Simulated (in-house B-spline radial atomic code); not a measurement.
# The silicon ion Si²⁺: [He] 2s1 2p6 3s2 (6g7/2)1 (an excited or competing configuration)

Method: Dirac-Hartree-Fock, average of the jj configuration, Fermi nucleus of rms radius 3.1224 fm. Calculated with a radial B-spline atomic code at the basis-set limit.

Screening seen three ways: the hydrogenic charge with the same mean radius, Z_r = [3n² - l(l+1)]/(2<r>), the one with the same energy, Z_e = n√(-2ε), and Slater's rules. Values are occupation-weighted means over j.

```json
{"shell": "1s", "electrons": "2", "ε (eV)": "-1939.6", "<r> (bohr)": "0.1111", "Z_r": "13.50", "Z_e": "11.94", "Slater": "13.70"}
{"shell": "2s", "electrons": "1", "ε (eV)": "-223.85", "<r> (bohr)": "0.5544", "Z_r": "10.82", "Z_e": "8.11", "Slater": "10.20"}
{"shell": "2p", "electrons": "6", "ε (eV)": "-167.47", "<r> (bohr)": "0.514", "Z_r": "9.73", "Z_e": "7.02", "Slater": "10.20"}
{"shell": "3s", "electrons": "2", "ε (eV)": "-45.525", "<r> (bohr)": "1.764", "Z_r": "7.66", "Z_e": "5.49", "Slater": "5.70"}
{"shell": "6g", "electrons": "1", "ε (eV)": "-3.4029", "<r> (bohr)": "14.65", "Z_r": "3.00", "Z_e": "3.00", "Slater": "-"}
```

The least bound orbital is 6g7/2 at -3.403 eV, and it is also the most diffuse (<r> = 14.65 bohr). The part-filled 2s shell lies below the filled 3s shell in orbital energy.

For the 1s electron the small component carries 0.246 % of the norm, the zero-frequency Breit interaction raises the level by 1.113 eV, self-energy by 0.4787 eV, and vacuum polarisation lowers it by 0.02972 eV.
